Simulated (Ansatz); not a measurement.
Relaxation of ClH4InO2 (8 atoms, charge 0, multiplicity 1), to a largest force component of 0.03 eV/Å in at most 50 steps.

Theory: Ansatz, RKS PBE/def2-SVP.

```xyz
8
Properties=species:S:1:pos:R:3
In -0.025 -0.371 -0.160
Cl 0.060 -0.548 2.257
O 1.692 -0.360 -1.198
H 2.422 -0.544 -0.573
O -1.821 -0.297 -1.052
H -2.503 -0.359 -0.354
H 0.064 2.408 0.887
H 0.071 1.874 1.378
```

Task: Where does it end, and by what steps?

Result: The run converged. After 8 steps the energy has fallen by 0.090 eV; Cl2 moved furthest, 0.35 Å.

| step | energy less start (eV) | largest force component (eV/Å) | accepted |
| --- | --- | --- | --- |
| 0 | 0.0000 | 1.421 | yes |
| 1 | -0.0829 | 0.115 | yes |
| 2 | -0.0844 | 0.096 | yes |
| 3 | -0.0862 | 0.112 | yes |
| 4 | -0.0872 | 0.076 | yes |
| 5 | -0.0894 | 0.076 | yes |
| 6 | -0.0901 | 0.083 | yes |
| 7 | -0.0904 | 0.032 | yes |
| 8 | -0.0904 | 0.002 | yes |

```xyz
8
Properties=species:S:1:pos:R:3
In -0.030 -0.403 -0.078
Cl 0.050 -0.902 2.246
O 1.678 -0.288 -1.127
H 2.419 -0.477 -0.518
O -1.809 -0.198 -0.987
H -2.508 -0.352 -0.320
H 0.073 2.411 0.654
H 0.089 2.013 1.315
```

Whether the end is a true minimum wasn't checked by a vibrational analysis.

The run took 15 s on 2 threads of Arm Neoverse V1 (shared host), peak memory 0.13 GiB.
